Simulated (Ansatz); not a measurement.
Geometry optimisation, Ansatz 0.2.0, RKS PBE/def2-SVP.

input.yaml

```yaml
crystal:
  periodic: [false, false, false]
  atoms:
    - { symbol: Zr, position_ang: [-0.538444, 0.038382, -0.426064] }
    - { symbol: Cl, position_ang: [0.044223, 0.14075, 3.253291] }
    - { symbol: F, position_ang: [1.244196, -0.056238, 0.257703] }
    - { symbol: F, position_ang: [-0.620738, 1.659087, -1.426543] }
    - { symbol: F, position_ang: [-0.776658, -1.458774, -1.580969] }
    - { symbol: "N", position_ang: [-2.299644, -0.028834, 0.828058] }
    - { symbol: H, position_ang: [-3.017484, -0.763425, 0.77853] }
    - { symbol: H, position_ang: [-2.722644, 0.795239, 1.272679] }
    - { symbol: H, position_ang: [-1.084707, -0.326187, 2.695216] }
basis:
  gaussian: { orbitals: def2-SVP }
hamiltonian:
  xc: pbe
relax:
  f_tol: 0.03
  max_steps: 50
output:
  orbitals: {}
```

Launched with:

```bash
$ ansatz run input.yaml --threads 4 --pin off --max-ram 5120MiB --backend cpu --events-out ev --progress --plain --runs-dir out
```

**Question.** Where does it end, and by what steps?

**Answer.** The forces met the threshold. The force dipped under the threshold on the way, but the program's further checks kept it going. After 40 steps the energy has fallen by 2.153 eV; Cl2 moved furthest, 2.42 Å. Parted: Cl2–H9 (1.34 → 3.23 Å). Joined: Zr1–Cl2 (3.73 → 2.39 Å), N6–H9 (2.25 → 1.03 Å).

```
step  energy less start (eV)  largest force component (eV/Å)  accepted
   0                  0.0000                           1.301       yes
   2                 -0.2099                           0.366       yes
   4                 -0.2504                           0.153       yes
   6                 -0.2540                           0.258       yes
   8                 -0.2599                           0.085       yes
  10                 -0.2690                           0.164       yes
  12                 -0.2973                           0.263       yes
  14                 -0.3540                           0.320       yes
  16                 -0.4943                           0.294       yes
  18                 -0.8767                           1.651       yes
  20                 -1.6023                           1.772       yes
  22                 -1.8880                           0.769       yes
  24                 -1.8692                           1.218        no
  26                 -1.9303                           0.053       yes
  28                 -1.9372                           0.496       yes
  30                 -1.9748                           0.541       yes
  32                 -2.0618                           0.563       yes
  34                 -2.1477                           0.179       yes
  36                 -2.1518                           0.059       yes
  38                 -2.1529                           0.046       yes
  40                 -2.1532                           0.017       yes
```

```xyz
9
Properties=species:S:1:pos:R:3
Zr -0.276 0.498 0.022
Cl -0.428 2.051 1.838
F 0.579 -1.189 0.367
F 1.092 1.327 -1.036
F -1.697 0.496 -1.273
N -2.047 -0.657 1.282
H -2.299 -1.564 0.861
H -2.919 -0.109 1.332
H -1.778 -0.854 2.257
```

Whether the end is a true minimum wasn't checked by a vibrational analysis.

Run time: 46 s on 4 threads of INTEL(R) XEON(R) PLATINUM 8581C CPU @ 2.10GHz (Emerald Rapids), on a shared host, peak memory 0.19 GiB.
